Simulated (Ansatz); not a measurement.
Consider the isomerisation: `CO[Si]C` → `C=C[SiH2]O`.

Calculated with Ansatz (gas phase, PBE0-D4/def2-TZVP geometries, no zero-point term in ΔE). CCSD(T)/CBS is the MP2 limit (def2-TZVPP, def2-QZVPP) plus CCSD(T) − MP2 in def2-TZVPP, frozen cores. DFT in def2-TZVPP. One conformer a species, not always the lowest.

| level | ΔE (kcal/mol) | difference from CCSD(T)/CBS |
| --- | --- | --- |
| LDA (SPW92) | -14.0 | 7.3 |
| B97M-V | -18.4 | 2.9 |
| PBE0-D4 | -18.0 | 3.3 |
| r2SCANh-D4 | -20.9 | 0.4 |
| revPBE | -17.1 | 4.2 |
| HF/def2-SVP | -21.0 | 0.3 |
| CCSD/def2-SVP | -16.9 | 4.4 |
| CCSD(T)/def2-SVP | -17.1 | 4.2 |
| MP2/def2-TZVPP | -22.3 | -1.0 |
| SCS-MP2/def2-TZVPP | -22.4 | -1.1 |
| CCSD(T)/def2-TZVPP | -20.3 | 1.0 |
| MP2/def2-QZVPP | -22.9 | -1.6 |
| SCS-MP2/def2-QZVPP | -23.1 | -1.8 |
| HF/CBS(def2) | -24.8 | -3.5 |
| MP2/CBS(def2) | -23.3 | -2.0 |
| CCSD/CBS(def2) | -21.3 | 0.0 |
| CCSD(T)/CBS | -21.3 | 0 |

(1) What do rigid-rotor, harmonic-oscillator terms from PBE0-D4/def2-TZVP frequencies (298.15 K, 1 bar) make of the CCSD(T)/CBS value? (Best estimate.)

Largest T1 diagnostic among the species: 0.014.

Results:

(1) Ansatz gave: ΔZPE = -2.7 kcal/mol, ΔH = -24.3 kcal/mol, ΔS = -13 J/(mol·K), ΔG = -23.3 kcal/mol.

From PBE to PBE0 (25 % exact exchange), in def2-TZVPP and without D4, ΔE moves by −1.9 kcal/mol. In def2-TZVPP, CCSD(T) changes the Hartree–Fock value by +4.5 kcal/mol (the triples alone add +0.0 kcal/mol) and MP2 by +2.5 kcal/mol. At CCSD(T), def2-SVP lies +4.2 kcal/mol from the extrapolated value and def2-TZVPP +1.0 kcal/mol.
